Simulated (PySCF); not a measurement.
# Electron correlation in S²⁺ (sulfur, charge +2)

[Ne] 3s1 3p3, high-spin 5S determinant (an excited configuration). Calculation: PySCF 2.14, in def2-TZVPPD; the non-relativistic Hamiltonian (point nucleus). Frozen: 1s2; 12 electrons correlated.

```tsv
level	correlation energy (mhartree)
CCSD	-183.06
(T)	-1.18
CCSD(T)	-184.24
```

Diagnostics: T1 = 0.0016, D1 = 0.0031, largest double amplitude 0.044.

Task: Is a single reference adequate?

Result: Yes: T1 lies below 0.03 and no double amplitude reaches 0.07.

This basis was not built for core-valence correlation, so the inner-shell part is incomplete.
